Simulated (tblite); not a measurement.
Species: C4H14AlBO.
Atom-mapped SMILES: `[CH3:1][B:2]([CH3:3])[CH2:4][O+:5]([CH3:6])[AlH3-:7]` (hydrogens: H8, H9, H10 on C1; H11, H12, H13 on C3; H14, H15 on C4; H16, H17, H18 on C6; H19, H20, H21 on Al7)

Computed with GFN2-xTB (tblite), gas phase: nudged elastic band of 9 images (0 to 8), spring 0.2 eV/Å², climbing image at the end, force threshold 0.05 eV/Å. No saddle search or frequency run followed, so the top image need not be a first-order saddle, and its height can exceed the method's true barrier by a kcal/mol or more.

Path: rotation about C4–O5 (sp3 carbon bound to oxygen, oxygen bonded to Al and 2 C), followed by the dihedral B2–C4–O5–Al7, from 102° to -102°. Start geometry (image 0):
```
atom  x, y, z in Å
C1     -2.325    1.102   -0.867
B2     -1.190    0.315   -0.115
C3     -1.534   -0.790    0.948
C4      0.313    0.627   -0.519
O5      1.344   -0.009    0.245
C6      1.564    0.560    1.512
Al7     2.099   -1.468   -0.632
H8     -2.692    0.477   -1.682
H9     -1.999    2.038   -1.313
H10    -3.190    1.305   -0.239
H11    -0.743   -1.533    1.045
H12    -2.461   -1.309    0.717
H13    -1.681   -0.348    1.934
H14     0.450    0.217   -1.531
H15     0.547    1.697   -0.593
H16     2.346   -0.034    1.985
H17     0.656    0.530    2.119
H18     1.900    1.597    1.414
H19     0.816   -2.341   -0.931
H20     2.708   -0.717   -1.885
H21     3.060   -1.899    0.541
```

The first guess turns that dihedral rigidly in even steps and adds one set of random displacements (0.04 Å standard deviation a coordinate) to every inner image. Energies of the images above image 0 (eV) in the early part of the optimisation:

| iteration | 1 | 2 | 3 | 4 | 5 | 6 | 7 | 8 |
| --- | --- | --- | --- | --- | --- | --- | --- | --- |
| 0 | 1.135 | 1.880 | 3.576 | 3.860 | 3.175 | 3.004 | 1.705 | 0.003 |
| 10 | 0.174 | 0.595 | 1.045 | 1.189 | 1.112 | 0.966 | 0.584 | 0.003 |
| 20 | 0.097 | 0.246 | 0.364 | 0.441 | 0.408 | 0.322 | 0.225 | 0.003 |
| 30 | 0.086 | 0.215 | 0.326 | 0.397 | 0.365 | 0.284 | 0.192 | 0.003 |
| 40 | 0.076 | 0.193 | 0.305 | 0.372 | 0.337 | 0.262 | 0.170 | 0.003 |

Q: Where does the band end, and how far was the first guess from it?

A: Final energies, images 1 to 8: 0.051, 0.147, 0.258, 0.329, 0.283, 0.207, 0.110, 0.003 eV. The highest point drops from 3.86 eV (image 4) to 0.329 eV (image 4), by 3.53 eV. Image 4 moved by 0.32 Å rms, its dihedral from -178° to -178°. The end images are fixed. The true force on the top image ends at 0.049 eV/Å, and the largest on any image at 0.05 eV/Å; away from the top, the method drives only the force across the path to zero. The last saved iteration is 70.

The cost below is that of the whole band run. Time: 3.1 s wall; peak memory 0.19 GiB. Hardware: one thread of an AMD EPYC 9R45, shared host with 96 logical CPUs at a one-minute load of 22.
